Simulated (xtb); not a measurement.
SeF4, SMILES F[Se](F)(F)F. All values are semi-empirical tight-binding results from xtb (GFN2-xTB unless named), good for trends rather than for accurate numbers. Geometry optimised at GFN2-xTB. The isomer is the one that the SMILES or the coordinates give; other isomers of the formula were not compared.

Computed properties:
The point group as xtb finds it is C4v. The orbital gap comes out as 6.67 eV, the zero-point energy is 4.6 kcal/mol and the G − E(el) at 298.15 K (modified RRHO) comes out as -13.9 kcal/mol. The static polarisability (D4 model) comes out as 41.1 bohr³ and the solvation energy, GFN2-xTB/ALPB(water) is -3.0 kcal/mol. The solvation energy, GFN2-xTB/ALPB(chcl3) is -2.0 kcal/mol.
